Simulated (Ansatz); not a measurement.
Several settings on one geometry of H₅Au₃ (that of the charge 0 singlet, r2SCAN-D4/def2-SVP). Ansatz on 4 threads of Arm Neoverse V2 on a shared host; times are rough.

```
atom   x (Å)   y (Å)   z (Å)
 Au1   0.161  -1.694  -0.189
 Au2  -0.650   0.719   0.681
 Au3   1.400   0.322  -1.423
  H4   2.246  -0.648  -2.356
  H5  -1.739   0.276   1.738
  H6  -1.158   2.085   1.219
  H7  -0.762  -2.537   0.749
  H8   0.503   1.477  -0.420
```

Totals from different functionals, basis sets or treatments of relativity can't be compared as stabilities.

In the def2 sets Au takes a core potential; there is no spin–orbit coupling.

Scalar relativity in a set contracted without it gives distorted totals.

Problem. Give the basis size and estimate the energy, ⟨S²⟩, dipole and time of these runs.

```
run                            method  charge    state                                                                                            further keys
  1  RKS CAM-B3LYP-D3(BJ)/def2-mTZVPP       0  singlet  fitting: {mean_field: def2-universal-jkfit}; scf: {omitted_lower_state_checks: [starts]}; forces asked
  2              RKS SVWN5/def2-mTZVP       0  singlet                                                                                            forces asked
  3                RKS B97/def2-mTZVP       0  singlet                                pseudopotentials: {relativity: scalar}; scf: {lower_state_search: light}
```

Solution. 
```tsv
run	functions	energy (Eh)	⟨S²⟩	dipole (D)	wall time
1	133	-410.0449	–	1.06	1.9 s
2	123	-409.6118	–	1.02	0.9 s
3	123	-410.2348	–	–	3.4 s
```
